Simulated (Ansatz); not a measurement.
Two isomers of ClH3NO2V: A = `[NH2][V](=[O])([OH])[Cl]`, B = `[NH]=[V]([OH])([OH])[Cl]`.

Computed with Ansatz on PBE0-D4/def2-TZVP structures; ΔE is electronic, products minus reactants. CCSD(T)/CBS adds triple-zeta CCSD(T) − MP2 to the extrapolated MP2 energy (def2 sets, frozen cores). Functionals use def2-TZVPP. B3LYP here is the variant with VWN-RPA as its local correlation; programs differ in this. For V outer-core shells are correlated without core-valence functions, which leaves a few kJ/mol of doubt a bond. Scalar relativity is left out up to krypton. Each species was taken in one conformer, which may not be the lowest.

(1) Which isomer does CCSD(T)/CBS put lower? Give the gap. (Best estimate.)

(2) Give E(B) − E(A) in kcal/mol with B3LYP-D4, r2SCAN-D4, B2PLYP, CCSD/def2-TZVPP, LDA (SPW92), MP2/def2-TZVPP, CCSD(T)/def2-SVP. (Best estimate.)

(3) Does the order hold for the free energy at 298.15 K (harmonic terms from PBE0-D4)? (Best estimate.)

Largest T1 diagnostic: 0.033.

## Answers

(1) Computed: A, by 14.1 kcal/mol.

(2) The calculation gave: B3LYP-D4 16.8, r2SCAN-D4 18.0, B2PLYP 16.7, CCSD/def2-TZVPP 14.7, LDA (SPW92) 16.6, MP2/def2-TZVPP 14.0, CCSD(T)/def2-SVP 16.1. None reverses the order clearly.

(3) Ansatz gave: Yes: G(B) − G(A) = +13.0 kcal/mol, for one conformer each.

From BLYP to BHLYP (50 % exact exchange), in def2-TZVPP and without D4, E(B) − E(A) moves by −1.7 kcal/mol. At CCSD(T), def2-SVP lies +1.9 kcal/mol from the extrapolated value and def2-TZVPP +1.3 kcal/mol.
